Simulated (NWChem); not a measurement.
System: AlSiH$_{4}$O$_{3}$Cl; SMILES [SiH2](Cl)[O][Al]([OH])[OH]

Parts of the log:

```
             Northwest Computational Chemistry Package (NWChem) 7.3.0
             --------------------------------------------------------

 C1  symmetry detected

                             Geometry "geometry" -> ""
                             -------------------------

 Output coordinates in angstroms (scale by  1.889725989 to convert to a.u.)

  No.       Tag          Charge          X              Y              Z
 ---- ---------------- ---------- -------------- -------------- --------------
    1 Si                  14.0000    -0.29662596    -1.46863104    -0.88705669
    2 Cl                  17.0000     0.26386153    -2.49564383     0.82471750
    3 O                    8.0000     0.02976508     0.11835584    -0.69708238
    4 Al                  13.0000     0.01576679     1.65617578     0.02416908
    5 O                    8.0000    -1.44055723     2.23240560     0.65857625
    6 O                    8.0000     1.40762103     2.61491989     0.08296663
    7 H                    1.0000    -1.75085257    -1.70581816    -1.08539615
    8 H                    1.0000     0.50056017    -2.01872137    -2.01437881
    9 H                    1.0000    -1.53384108     3.09059291     1.07460495
   10 H                    1.0000     2.27165164     2.36499045    -0.24611579

 Effective nuclear repulsion energy (a.u.)     417.9629582082

                                 NWChem DFT Module
                                 -----------------

 Summary of "ao basis" -> "ao basis" (spherical)
 ------------------------------------------------------------------------------
       Tag                 Description            Shells   Functions and Types
 ---------------- ------------------------------  ------  ---------------------
 Si                         def2-svp                 8       18   4s3p1d
 Cl                         def2-svp                 8       18   4s3p1d
 O                          def2-svp                 6       14   3s2p1d
 Al                         def2-svp                 8       18   4s3p1d
 H                          def2-svp                 3        5   2s1p

            General Information
            -------------------
          SCF calculation type: DFT
          Wavefunction type:  closed shell.
          No. of atoms     :    10
          No. of electrons :    72
           Alpha electrons :    36
            Beta electrons :    36
          Charge           :     0
          Spin multiplicity:     1
          Use of symmetry is: off; symmetry adaption is: off
          Maximum number of iterations: 150
          AO basis - number of functions:   116
                     number of shells:    54
          Convergence on energy requested:  1.00D-06
          Convergence on density requested:  1.00D-05
          Convergence on gradient requested:  5.00D-04

              XC Information
              --------------
                         B3LYP Method XC Potential
                     Hartree-Fock (Exact) Exchange  0.200
                        Slater Exchange Functional  0.800 local
                    Becke 1988 Exchange Functional  0.720 non-local
              Lee-Yang-Parr Correlation Functional  0.810
                  VWN I RPA Correlation Functional  0.190 local

             Grid Information
             ----------------
          Grid used for XC integration:  medium
          Radial quadrature: Mura-Knowles
          Angular quadrature: Lebedev.
          Tag              B.-S. Rad. Rad. Pts. Rad. Cut. Ang. Pts.
          ---              ---------- --------- --------- ---------
          Si                  1.10       88          12.0       590
          Cl                  1.00       88          13.0       590
          O                   0.60       49          13.0       434
          Al                  1.25       88          11.0       590
          H                   0.35       45          14.0       434
          Grid pruning is: on
          Number of quadrature shells:   591
          Spatial weights used:  Erf1

      Superposition of Atomic Density Guess
      -------------------------------------

 Sum of atomic energies:       -1215.92405839

      Non-variational initial energy
      ------------------------------

 Total energy =   -1217.342901
 1-e energy   =   -2515.585493
 2-e energy   =     880.279633
 HOMO         =      -0.372409
 LUMO         =      -0.057399

     ---------------------------------------------
      Total Density - Mulliken Population Analysis
     ---------------------------------------------

    Atom       Charge   Shell Charges
 -----------   ------   -------------------------------------------------------
    1 Si  14    12.91   2.00  1.99  0.92  0.18  5.93  0.92  0.72  0.25
    2 Cl  17    17.43   2.00  1.99  1.22  0.72  5.94  2.16  3.38  0.01
    3 O    8     9.02   1.99  1.10  0.66  3.17  2.09  0.00
    4 Al  13    11.43   2.00  1.99  0.49  0.02  5.93  0.51  0.20  0.28
    5 O    8     8.86   1.99  1.10  0.64  3.14  1.99  0.00
    6 O    8     8.86   1.99  1.10  0.64  3.14  1.99  0.00
    7 H    1     1.10   0.70  0.39  0.01
    8 H    1     1.10   0.70  0.39  0.01
    9 H    1     0.65   0.52  0.07  0.06
   10 H    1     0.65   0.52  0.07  0.06

   convergence    iter        energy       DeltaE   RMS-Dens  Diis-err
 ---------------- ----- ----------------- --------- --------- ---------
 d= 0,ls=0.0,diis     1  -1219.8712753198 -1.64D+03  1.46D-02  1.44D+00
 d= 0,ls=0.0,diis     2  -1219.7267524604  1.45D-01  8.22D-03  3.10D+00
 d= 0,ls=0.0,diis     3  -1220.0237334971 -2.97D-01  1.29D-03  3.29D-02
 d= 0,ls=0.0,diis     4  -1220.0259234025 -2.19D-03  6.30D-04  9.08D-03
 d= 0,ls=0.0,diis     5  -1220.0269518711 -1.03D-03  1.39D-04  7.15D-04
  Resetting Diis
 d= 0,ls=0.0,diis     6  -1220.0270124111 -6.05D-05  5.40D-05  6.72D-05
 d= 0,ls=0.0,diis     7  -1220.0270203705 -7.96D-06  1.22D-05  7.71D-07
 d= 0,ls=0.0,diis     8  -1220.0270203487  2.18D-08  6.33D-06  1.01D-06

         Total DFT energy =    -1220.027020348665
      One electron energy =    -2521.139931383908
           Coulomb energy =      978.562057679827
    Exchange-Corr. energy =      -95.412104852820
 Nuclear repulsion energy =      417.962958208236

 Numeric. integr. density =       71.999997677599

                       DFT Final Molecular Orbital Analysis
                       ------------------------------------

 Vector   34  Occ=2.000000D+00  E=-3.159506D-01
              MO Center=  3.3D-01, -1.5D+00,  4.8D-01, r^2= 4.7D+00
   Bfn.  Coefficient  Atom+Function         Bfn.  Coefficient  Atom+Function
  ----- ------------  ---------------      ----- ------------  ---------------
    30      0.508258   2 Cl py               27      0.374570   2 Cl py
    24      0.218197   2 Cl py               88      0.203090   6 O  pz
    31      0.190137   2 Cl pz               42     -0.189518   3 O  pz
    91      0.154342   6 O  pz               45     -0.148595   3 O  pz
    28      0.146438   2 Cl pz               41      0.126759   3 O  py

 Vector   35  Occ=2.000000D+00  E=-3.148158D-01
              MO Center= -3.6D-01,  2.0D+00,  4.4D-01, r^2= 4.0D+00
   Bfn.  Coefficient  Atom+Function         Bfn.  Coefficient  Atom+Function
  ----- ------------  ---------------      ----- ------------  ---------------
    74      0.424269   5 O  pz               77      0.326570   5 O  pz
    88     -0.315172   6 O  pz               91     -0.247406   6 O  pz
    73     -0.190651   5 O  py               30      0.152707   2 Cl py
    76     -0.147333   5 O  py               87      0.143706   6 O  py
    27      0.113702   2 Cl py               90      0.112465   6 O  py

 Vector   36  Occ=2.000000D+00  E=-3.010089D-01
              MO Center= -9.3D-02, -1.9D+00, -1.9D-01, r^2= 3.6D+00
   Bfn.  Coefficient  Atom+Function         Bfn.  Coefficient  Atom+Function
  ----- ------------  ---------------      ----- ------------  ---------------
    29      0.449180   2 Cl px               26      0.330672   2 Cl px
    97      0.240282   7 H  s               102     -0.226981   8 H  s
    98      0.213206   7 H  s               103     -0.209288   8 H  s
    23      0.191938   2 Cl px               40      0.187800   3 O  px
    31     -0.170484   2 Cl pz                8     -0.139950   1 Si px

 Vector   37  Occ=0.000000D+00  E=-2.686824D-02
              MO Center=  1.2D-01,  1.6D+00,  2.8D-05, r^2= 5.5D+00
   Bfn.  Coefficient  Atom+Function         Bfn.  Coefficient  Atom+Function
  ----- ------------  ---------------      ----- ------------  ---------------
    54      1.092036   4 Al s                85     -0.386061   6 O  s
    39     -0.371216   3 O  s                71     -0.347323   5 O  s
    52      0.177212   4 Al s               113      0.167689  10 H  s
    12      0.165430   1 Si py              108      0.149183   9 H  s
    38     -0.145864   3 O  s                84     -0.141003   6 O  s

 Vector   38  Occ=0.000000D+00  E= 2.218907D-02
              MO Center=  6.7D-03,  1.3D+00, -4.4D-02, r^2= 5.2D+00
   Bfn.  Coefficient  Atom+Function         Bfn.  Coefficient  Atom+Function
  ----- ------------  ---------------      ----- ------------  ---------------
    63      0.725357   4 Al pz               13     -0.352899   1 Si pz
    62     -0.329706   4 Al py               60      0.268274   4 Al pz
    61      0.208232   4 Al px                3     -0.205861   1 Si s
    22      0.198848   2 Cl s                31     -0.192727   2 Cl pz
    91     -0.189847   6 O  pz               77     -0.188830   5 O  pz

 Vector   39  Occ=0.000000D+00  E= 4.238766D-02
              MO Center= -3.1D-01, -1.3D+00, -8.0D-01, r^2= 5.2D+00
   Bfn.  Coefficient  Atom+Function         Bfn.  Coefficient  Atom+Function
  ----- ------------  ---------------      ----- ------------  ---------------
    12      0.955512   1 Si py               22      0.497086   2 Cl s
    13     -0.477428   1 Si pz               31     -0.453658   2 Cl pz
    39     -0.366708   3 O  s                 4     -0.291805   1 Si s
     3     -0.277696   1 Si s                63     -0.257112   4 Al pz
   103      0.239888   8 H  s                98      0.236810   7 H  s

     ---------------------------------------------
      Total Density - Mulliken Population Analysis
     ---------------------------------------------

    Atom       Charge   Shell Charges
 -----------   ------   -------------------------------------------------------
    1 Si  14    13.26   2.00  1.98  1.03  0.04  5.93  1.21  0.71  0.37
    2 Cl  17    17.28   2.00  1.98  1.26  0.70  5.93  2.17  3.22  0.02
    3 O    8     8.59   1.99  1.06  0.67  2.93  1.94  0.00
    4 Al  13    12.12   2.00  1.98  0.58 -0.03  5.92  0.81  0.41  0.43
    5 O    8     8.45   1.99  1.06  0.64  2.90  1.85  0.01
    6 O    8     8.45   1.99  1.06  0.64  2.90  1.86  0.01
    7 H    1     1.11   0.75  0.35  0.01
    8 H    1     1.12   0.75  0.36  0.01
    9 H    1     0.81   0.68  0.06  0.07
   10 H    1     0.81   0.68  0.06  0.07

     -------------------------------------------
      Total Density - Lowdin Population Analysis
     -------------------------------------------

    Atom       Charge   Shell Charges
 -----------   ------   -------------------------------------------------------
    1 Si  14    13.55   2.00  1.93  0.65  0.33  5.81  1.22  1.03  0.58
    2 Cl  17    17.09   2.00  1.96  1.05  0.80  5.82  2.28  3.17  0.02
    3 O    8     8.33   1.97  0.89  0.59  2.77  2.11  0.00
    4 Al  13    12.53   2.00  1.92  0.43  0.15  5.81  0.94  0.57  0.71
    5 O    8     8.22   1.97  0.86  0.59  2.73  2.05  0.01
    6 O    8     8.22   1.97  0.86  0.59  2.73  2.06  0.01
    7 H    1     1.11   0.66  0.43  0.02
    8 H    1     1.11   0.66  0.43  0.02
    9 H    1     0.91   0.55  0.17  0.19
   10 H    1     0.91   0.55  0.17  0.19

     Multipole analysis of the density
     ---------------------------------

     L   x y z        total         alpha         beta         nuclear
     -   - - -        -----         -----         ----         -------
     0   0 0 0     -0.000000    -36.000000    -36.000000     72.000000

     1   1 0 0      0.326453      0.163227      0.163227     -0.000000
     1   0 1 0      0.646797      0.323398      0.323398      0.000000
     1   0 0 1     -0.340538     -0.170269     -0.170269     -0.000000

     2   2 0 0    -39.485906   -101.355446   -101.355446    163.224986
     2   1 1 0     -0.021480     -2.866369     -2.866369      5.711257
     2   1 0 1     -0.542112      1.065718      1.065718     -2.673548
     2   0 2 0    -40.718706   -535.570821   -535.570821   1030.422935
     2   0 1 1      1.361505     -8.718091     -8.718091     18.797688
     2   0 0 2    -38.594796    -84.379805    -84.379805    130.164814
```

Level: B3LYP/def2-SVP. Geometry: optimised at PBE0/def2-SVP. B3LYP is NWChem's, with the RPA form of VWN correlation.

Q: Which NWChem input produces such a log?

A: Several could match; the one computed here: the input that was run:
```
start job
memory heap 200 mb stack 900 mb global 1100 mb
geometry units angstroms noautoz
  Si    -0.045900    -1.439562    -0.931981
  Cl     0.130860    -2.463957     0.862021
  O      0.198215     0.152332    -0.672308
  Al    -0.008807     1.686220     0.027420
  O     -1.581966     2.232179     0.314635
  O      1.314611     2.670493     0.401154
  H     -1.412246    -1.702921    -1.455538
  H      0.996906    -1.969377    -1.848939
  H     -1.783791     3.086513     0.698884
  H      2.235446     2.438284     0.276853
end
basis spherical
  Si library def2-svp
  Cl library def2-svp
  O library def2-svp
  Al library def2-svp
  H library def2-svp
end
dft
  xc b3lyp
  iterations 150
  mulliken
end
task dft energy
```
